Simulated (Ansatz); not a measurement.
```yaml
crystal:
  periodic: [false, false, false]
  atoms:
    - {symbol: N, position_ang: [-0.993982, 0.371676, -1.002331]}
    - {symbol: In, position_ang: [1.313609, 0.449010, -1.055998]}
    - {symbol: N, position_ang: [0.908652, -0.418905, 1.279965]}
    - {symbol: In, position_ang: [-1.209556, -0.294836, 1.068772]}
    - {symbol: H, position_ang: [-1.429351, -0.146173, -1.707745]}
    - {symbol: H, position_ang: [-1.343717, 1.295896, -1.096129]}
    - {symbol: H, position_ang: [1.927724, 1.949491, -0.765630]}
    - {symbol: H, position_ang: [1.871452, -0.922837, -2.055428]}
    - {symbol: H, position_ang: [1.341072, 0.245527, 1.775401]}
    - {symbol: H, position_ang: [1.326806, -1.402063, 1.184862]}
    - {symbol: H, position_ang: [-1.791474, -1.946381, 1.089350]}
    - {symbol: H, position_ang: [-1.746159, 1.006495, 2.040848]}
basis:
  gaussian: {orbitals: ANO-RCC-VTZP}
hamiltonian: {xc: {name: CCSD(T)}}
accuracy: high
scf: {lower_state_search: full}
```

```sh
$ ansatz run in.yaml --threads 4 --pin off --events-out ev --progress --plain --max-ram 11315MiB
```

(1) How does Ansatz answer? (Estimate.)

Answers

(1) Ansatz gave: The input was rejected before any iteration.
```
Error: YAML parse error: error: line 18 column 19: hamiltonian.xc: no functional is named "CCSD(T)"; the names, which are not case-sensitive, are SVWN5, SPW92, PBE, PBE0, PBEsol, revPBE, revPBE0, RPBE, rPW86-PBE, HSE06, wPBEh, LC-wPBE, HISS, HF, BLYP, B3LYP, B3LYP5, BHLYP, CAM-B3LYP, r2SCAN, r2SCANh, r2SCAN0, r2SCAN50, m-r2SCAN, B97, wB97, wB97X, wB97X-V, B97M-V, wB97M-V, B2PLYP, B2GP-PLYP, PBE0-DH, PBE-QIDH
  --> <input>:18:19
   |
16 | basis:
17 |   gaussian: {orbitals: ANO-RCC-VTZP}
18 | hamiltonian: {xc: {name: CCSD(T)}}
   |                   ^ hamiltonian.xc: no functional is named "CCSD(T)"; the names, which are not case-sensitive, are SVWN5, SPW92, PBE, PBE0, PBEsol, revPBE, revPBE0, RPBE, rPW86-PBE, HSE06, wPBEh, LC-wPBE, HISS, HF, BLYP, B3LYP, B3LYP5, BHLYP, CAM-B3LYP, r2SCAN, r2SCANh, r2SCAN0, r2SCAN50, m-r2SCAN, B97, wB97, wB97X, wB97X-V, B97M-V, wB97M-V, B2PLYP, B2GP-PLYP, PBE0-DH, PBE-QIDH
19 | accuracy: high
20 | scf: {lower_state_search: full}
   |
```

HSE06 is defined as in plane-wave codes.
